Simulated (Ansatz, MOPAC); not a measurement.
Spectroscopic constants of Li$_{2}$+, multiplicity 2 (lowest of 2S+1 = 2, 4 at CCSD(T)/def2-TZVPP on PBE0 minima; our sources give no spin for the ground state, which may be another).

Seven points along R, fitted to fifth degree in 1/R; most abundant isotopes. In def2 and cc sets the state is the lowest found near the PBE0 minimum, followed along R.

Codes used: Ansatz (a first-principles code) with Gaussian orbitals; MOPAC for PM3 (differences of heats of formation). Each number belongs to the level named beside it.

```csv
level,r_e (Å),ω_e (cm⁻¹),ω_e x_e (cm⁻¹),α_e (cm⁻¹)
PM3,3.100,177,1.7,0.0051
SVWN5/def2-TZVPP,3.159,233,2.0,0.0065
PBE/def2-TZVPP,3.170,233,2.1,0.0066
r2SCAN/def2-TZVPP,3.154,243,1.8,0.0059
B97M-V/def2-TZVPP,3.120,214,3.4,0.010
B3LYP/def2-TZVPP,3.135,239,2.0,0.0066
PBE0/def2-TZVPP,3.163,241,1.8,0.0059
BHLYP/def2-TZVPP,3.127,246,1.8,0.0059
CAM-B3LYP/def2-TZVPP,3.113,248,1.7,0.0057
wB97X-V/def2-TZVPP,3.170,248,1.4,0.0049
wB97M-V/def2-TZVPP,3.068,231,2.4,0.0082
B2PLYP/def2-TZVPP,3.142,245,1.7,0.0058
CCSD/aug-cc-pVTZ,3.133,259,1.6,0.0053
CCSD/def2-TZVPP,3.178,250,1.4,0.0048
CCSD/aug-cc-pVQZ,3.133,259,1.6,0.0053
CCSD/def2-QZVPP,3.107,261,1.9,0.0058
CCSD(T)/aug-cc-pVTZ,3.133,259,1.6,0.0053
CCSD(T)/def2-TZVPP,3.178,250,1.4,0.0048
CCSD(T)/aug-cc-pVQZ,3.133,259,1.6,0.0053
CCSD(T)/def2-QZVPP,3.107,261,1.9,0.0058
"CCSD(T)/CBS(aug-cc-pVTZ, aug-cc-pVQZ)",3.133,259,1.6,0.0053
```

Correlated levels freeze the inner cores; with def2 sets outer-core shells near the valence are correlated too. CBS(a, b) extrapolates the correlation energy as X⁻³ and adds the Hartree–Fock energy of set b. The state that PM3 reach isn't checked.
